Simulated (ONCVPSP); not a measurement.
# O (Z = 8): one change to an ONCV potential, before and after

O, optimised norm-conserving Vanderbilt (ONCV), made with ONCVPSP 4.0.1 (PBE, scalar-relativistic). Core [He], reference 2s2 2p4. Waves: 2s: rc 0.90 bohr, ncon 4, nbas 7, qcut 6.1 1/bohr, 2 projectors, debl 1.2 Ha; 2p: rc 1.25 bohr, ncon 4, nbas 8, qcut 12.1 1/bohr, 2 projectors, debl 1.5 Ha; d scattering state at 0.03 Ha: rc 1.05 bohr, ncon 3, nbas 6, qcut 9.5 1/bohr, 1 projector. Local part: polynomial inside 0.60 bohr (lpopt 4, dvloc0 0 Ha). Core correction: Teter function, fcfact 5.5, rcfact 1.6.

All-electron outer shells of the reference configuration (PBE, scalar-relativistic, ld1.x):

```csv
shell,level (eV),outermost node (bohr),outermost maximum (bohr)
1s,-514.70,–,0.13
2s,-23.96,0.28,0.87
2p,-9.03,–,0.82
```

Change: core correction Teter function, fcfact 3.25, rcfact 1.1.

Cutoffs: the cutoffs (Ha) at which the residual kinetic energy of the hardest occupied pseudo-wave falls to 1 and 0.1 mHa per electron; they do not see the model core or the augmentation charge, which bear on the density cutoff. Errors are all-electron minus pseudo energies relative to the spin-unpolarised reference configuration.

Problem. Predict the effect on cutoff, ghosts and configuration errors.

Solution. The potential gets neither clearly harder nor softer (122 Ha and 152 Ha → 122 Ha and 152 Ha); of the 4 tests that both files solve, the error grows in 3 and shrinks in 0 by more than 15 % and 0.3 meV (median size 41.7 → 49.7 meV); neither file shows a bound ghost. A model core, the more so a compact one, raises the density cutoff, which this test does not measure.

| quantity | base | changed |
| --- | --- | --- |
| cutoff, loose | 122 Ha | 122 Ha |
| cutoff, tight | 152 Ha | 152 Ha |
| bound ghosts | none | none |
| GHOST(+) flags under 300 eV | none | none |
| error for 2s2 2p3, meV [ΔE 16.43 eV] | +7.6 | +8.4 |
| error for 2s2 2p2, meV [ΔE 50.02 eV] | +70 | +82 |
| error for 2s2 2p1, meV [ΔE 103.89 eV] | +291 | +370 |
| error for 2s1 2p5, meV [ΔE 14.95 eV] | +14 | +17 |
| s: phases at 0.91 bohr within 0.05 rad from the reference energy up to (Ha; the scan ends near 5) | to the end of the scan | to the end of the scan |
| p: phases at 1.27 bohr within 0.05 rad from the reference energy up to (Ha; the scan ends near 5) | to the end of the scan | to the end of the scan |
| d: phases at 1.06 bohr within 0.05 rad from the reference energy up to (Ha; the scan ends near 5) | to the end of the scan | to the end of the scan |
| rms error of d²Exc/dni dnj with the model core, mHa | 1.03 | 2.03 |
